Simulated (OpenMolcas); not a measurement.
**S5+: CASPT2 settings compared**

```yaml
Program: OpenMolcas
Basis: ANO-RCC-VDZP [4s3p1d]
Scalar_Hamiltonian: X2C, point nucleus
Active_space: 1 electron in 4 orbitals (3s 3p)
State_averaging: 2S+1 = 2 even, 1 root; 2S+1 = 2 odd, 3 roots
Spin-orbit_coupling: RASSI with atomic mean-field integrals over the reference wave functions, term energies averaged over their components
```

Methods on the same reference wave functions:
A. CASSCF
B. SS-CASPT2, IPEA 0.5 Eh, sigma2 regulariser 0.5 Eh (closed shells correlated: 2s 2p)
C. SS-CASPT2, IPEA 0.1 Eh, imaginary shift 0.05 Eh (closed shells correlated: 2s 2p)
D. XMS-CASPT2, IPEA 0.2 Eh, imaginary shift 0.2 Eh (closed shells correlated: 2s 2p)

Energies in cm⁻¹ above 3s ²S_1/2, the measured ground level; measured values from NIST levels in Podobedova, Kelleher and Wiese, J. Phys. Chem. Ref. Data 38, 171 (2009).

```
     Level       A       B       C       D  Measured
 3s ²S_1/2     0.0     0.0     0.0     0.0       0.0
3p ²P°_1/2  112658  112757  112759  112753    105874
3p ²P°_3/2  113454  113553  113554  113548    107138
```

Deviations, from unrounded energies. A percentage is the sum of absolute deviations over the sum of measured energies, with the sign that they share, or ± where signs differ.

```csv
Against measurement,Levels,A,B,C,D
mean absolute deviation (cm-1),2,6600,6600,6700,6600
other configurations (%),2,+6.2,+6.2,+6.2,+6.2
```

A, B, C, D lie about equally close to measurement. The largest miss of A in the table is 3p ²P°_1/2, by +6800 cm-1. The ranking rests on the paired levels alone, and a cruder setting can come out closer through cancelling errors.

Among B to D the level of the table that moves most is 3p ²P°_3/2, by 6 cm-1 (lowest in D, highest in C).

The lowest spin-free term lies below A's lowest term by 0.005 hartree in B, 0.005 hartree in C, 0.005 hartree in D.

The basis is small and was not contracted for so high a charge. With one active electron the reference holds no correlation, so core polarisation is missing (holds for A). With one active electron, CASPT2 adds the correlation within the correlated inactive shells and between them and that electron, and leaves the splitting within a term as the reference gives it (holds for B; C; D). Computed and measured levels are paired by configuration, term and J; levels that our copy of the source lacks, or whose pairing is in doubt (as where it misses far off the trend of its configuration), stay unpaired and out of the deviations. Only configurations of the active space appear.

° marks odd parity.
